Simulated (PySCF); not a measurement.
CHS₂, SMILES C(=S)=[SH+], charge +1.

Geometry optimised at B3LYP-D3(BJ)/def2-TZVP. The isomer is the one that the SMILES or the coordinates give; other isomers of the formula were not compared.

Method: TDA-PBE/def2-SVPD (PySCF 2.14.0).

Vertical excitations. Gas-phase values at a fixed geometry. State labels are in the subgroup Cs.

```json
[
 {"state": "S1", "symmetry": "A\"", "energy (eV)": "3.35", "λ (nm)": "370", "f": "0.000", "main pairs": "HOMO→LUMO 100 %"},
 {"state": "S2", "symmetry": "A'", "energy (eV)": "4.98", "λ (nm)": "249", "f": "0.022", "main pairs": "HOMO→LUMO+1 53 %, HOMO−1→LUMO 43 %"},
 {"state": "S3", "symmetry": "A\"", "energy (eV)": "5.92", "λ (nm)": "209", "f": "0.001", "main pairs": "HOMO−1→LUMO+1 79 %, HOMO−2→LUMO 20 %"},
 {"state": "S4", "symmetry": "A\"", "energy (eV)": "6.19", "λ (nm)": "200", "f": "0.000", "main pairs": "HOMO−2→LUMO 79 %, HOMO−1→LUMO+1 20 %"},
 {"state": "S5", "symmetry": "A\"", "energy (eV)": "6.83", "λ (nm)": "182", "f": "0.001", "main pairs": "HOMO→LUMO+2 99 %"},
 {"state": "S6", "symmetry": "A'", "energy (eV)": "7.10", "λ (nm)": "175", "f": "0.011", "main pairs": "HOMO−3→LUMO 60 %, HOMO−2→LUMO+1 36 %"},
 {"state": "S7", "symmetry": "A\"", "energy (eV)": "7.56", "λ (nm)": "164", "f": "0.001", "main pairs": "HOMO→LUMO+3 92 %"},
 {"state": "S8", "symmetry": "A'", "energy (eV)": "7.68", "λ (nm)": "161", "f": "0.780", "main pairs": "HOMO→LUMO+1 27 %, HOMO−1→LUMO 23 %, HOMO−3→LUMO 20 %, HOMO−2→LUMO+1 13 %"},
 {"state": "S9", "symmetry": "A\"", "energy (eV)": "8.04", "λ (nm)": "154", "f": "0.000", "main pairs": "HOMO−3→LUMO+1 89 %"},
 {"state": "S10", "symmetry": "A'", "energy (eV)": "8.38", "λ (nm)": "148", "f": "0.104", "main pairs": "HOMO−4→LUMO 65 %, HOMO−1→LUMO+2 25 %"},
 {"state": "T1", "symmetry": "A\"", "energy (eV)": "3.03", "λ (nm)": "410", "f": "0", "main pairs": "HOMO→LUMO 99 %"},
 {"state": "T2", "symmetry": "A'", "energy (eV)": "3.59", "λ (nm)": "345", "f": "0", "main pairs": "HOMO→LUMO+1 94 %"},
 {"state": "T3", "symmetry": "A'", "energy (eV)": "4.05", "λ (nm)": "306", "f": "0", "main pairs": "HOMO−1→LUMO 91 %"},
 {"state": "T4", "symmetry": "A\"", "energy (eV)": "5.29", "λ (nm)": "234", "f": "0", "main pairs": "HOMO−1→LUMO+1 59 %, HOMO−2→LUMO 39 %"}
]
```
Triplets are in the Tamm–Dancoff approximation.
